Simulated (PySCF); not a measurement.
**Two-dimensional NMR puzzle**

Compound of formula C11H14O. Correlations simulated from computed shifts and couplings:

HSQC (one-bond C–H):
| δH | δC | 1J(C,H) (Hz) |
| --- | --- | --- |
| 7.01 | 132.9 | 214 |
| 6.41 | 112.8 | 187 |
| 3.45 | 82.7 | 275 |
| 2.22 | 37.3 | 133 |
| 2.17 | 47.2 | 131 |
| 1.47 | 18.8 | 134 |
| 1.01 | 22.6 | 132 |
| 0.69 | 24.2 | 132 |

COSY cross peaks (|J| ≥ 2 Hz):
| δH | δH | abs. J (Hz) | bonds |
| --- | --- | --- | --- |
| 7.01 | 6.41 | 2.4 | 3 |
| 2.22 | 2.17 | 12.0 | 3 |
| 2.22 | 1.01 | 7.5 | 3 |
| 2.22 | 0.69 | 7.4 | 3 |
| 2.17 | 1.47 | 8.1 | 3 |

HMBC (two and three bonds, |J| ≥ 2.5 Hz):
| δH | δC [abs. J in Hz] |
| --- | --- |
| 7.01 | 162.0 [6.6], 112.8 [13.9], 97.3 [6.5] |
| 6.41 | 162.0 [5.9], 132.9 [11.4], 97.3 [3.6] |
| 3.45 | 97.3 [5.1], 73.9 [52.9] |
| 2.22 | 47.2 [3.8], 24.2 [3.3], 22.6 [2.9], 18.8 [2.8] |
| 2.17 | 162.0 [9.7], 97.3 [3.8], 37.3 [4.3], 24.2 [2.8], 22.6 [2.9], 18.8 [4.1] |
| 1.47 | 162.0 [5.8], 47.2 [3.4], 37.3 [4.6] |
| 1.01 | 47.2 [5.1], 37.3 [3.2], 24.2 [5.8] |
| 0.69 | 47.2 [5.2], 37.3 [3.2], 22.6 [5.9] |

Carbons without hydrogens: δ 162.0, 97.3, 73.9.

Computed data (PySCF 2.14): couplings computed with B3LYP/pcJ-1 (without the spin–dipole term), geometry from PBE0-D3(BJ)/def2-SVP, shieldings: GIAO KT2/pcSseg-1. Single conformer, non-relativistic Hamiltonian, averaged over atoms made equivalent by symmetry, fast rotation or ring inversion, isolated molecule.

Scale: 1H, 13C vs TMS (reference shieldings calculated alike).

Exchangeable hydrogens are left out of these lists, and C,H couplings along chains are those of one rotamer, so weak HMBC peaks may be missing or extra.

Which molecule is this?

Results:

`C#Cc1ccoc1[C@H](C)C(C)C`.

Numbering as in the mapped SMILES `[CH:1]#[C:2][c:3]1[cH:4][cH:5][o:6][c:7]1[C@H:8]([CH3:9])[CH:10]([CH3:11])[CH3:12]`. Each H is labelled by its parent atom.

1. δC 162.0 is C7, a substituted aromatic carbon next to the ring oxygen.
2. δC 132.9 is C5, an aromatic CH next to the ring oxygen (δH 7.01).
3. δC 112.8 is C4, an aromatic CH (δH 6.41).
4. δC 97.3 is C3, a substituted aromatic carbon.
5. δC 82.7 is C1, a terminal alkyne carbon (δH 3.45).
6. δC 73.9 is C2, an alkyne carbon.
7. δC 47.2 is C8, an sp3 CH on an aromatic ring (δH 2.17).
8. δC 37.3 is C10, an sp3 CH (δH 2.22).
9. δC 24.2 is C12, a methyl carbon (δH 0.69).
10. δC 22.6 is C11, a methyl carbon (δH 1.01).
11. δC 18.8 is C9, a methyl carbon (δH 1.47).
12. HMBC from δH 7.01 reaches the proton-free carbons C7, C3.
13. HMBC from δH 6.41 reaches the proton-free carbons C7, C3.
14. HMBC from δH 3.45 reaches the proton-free carbons C3, C2.
15. HMBC from δH 2.17 reaches the proton-free carbons C7, C3.
16. COSY links 7.01–6.41, 2.22–2.17, 2.22–1.01, 2.22–0.69, 2.17–1.47.

The data come from this structure; uniqueness wasn't tested.

Unscaled 3J(H,H) at this level run about 10 % above measured values. Shifts are as computed. Against solution values, carbons near 30 ppm lie about +2 ppm off and those near 130 ppm about -5 ppm. Of 1313 compounds with measured shifts, 239 miss one by over three times the rms of a fit or turn the order of signals round; such compounds aren't used in these exercises. Only one conformer was computed, so three-bond couplings in flexible chains and rings are approximate.
